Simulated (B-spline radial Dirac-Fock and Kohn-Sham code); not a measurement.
Atomic cesium: differential elastic cross section for electrons at 9.06 keV

Calculated with an atomic code on a B-spline grid, using relativistic (Dirac) partial waves in the static field of the Dirac-Fock atom with Furness-McCarthy exchange, without polarisation or absorption potentials.

| θ (°) | dσ/dΩ (Å²/sr) | Sherman function |
| --- | --- | --- |
| 0 | 200 | 0.000 |
| 10 | 0.924 | 0.000 |
| 20 | 0.117 | -0.002 |
| 30 | 0.0330 | 0.001 |
| 40 | 0.0139 | 0.015 |
| 50 | 0.00733 | 0.032 |
| 60 | 0.00445 | 0.037 |
| 70 | 0.00300 | 0.019 |
| 80 | 0.00222 | -0.019 |
| 90 | 0.00177 | -0.066 |
| 100 | 0.00152 | -0.106 |
| 110 | 0.00138 | -0.130 |
| 120 | 0.00131 | -0.136 |
| 130 | 0.00128 | -0.127 |
| 140 | 0.00127 | -0.108 |
| 150 | 0.00127 | -0.083 |
| 160 | 0.00127 | -0.056 |
| 170 | 0.00127 | -0.028 |
| 180 | 0.00128 | 0.000 |

**Question.** What integrated cross sections go with this distribution?

**Answer.** The total elastic cross section is 1.01 Å², the first transport cross section 0.0327 Å² and the second, weighted with (3/2) sin²θ, 0.0586 Å². The mean deflection is ⟨1 − cos θ⟩ = 0.0324, and 0.86 % of the collisions scatter beyond 90°.

On this grid of angles the cross section has a minimum near 150°.
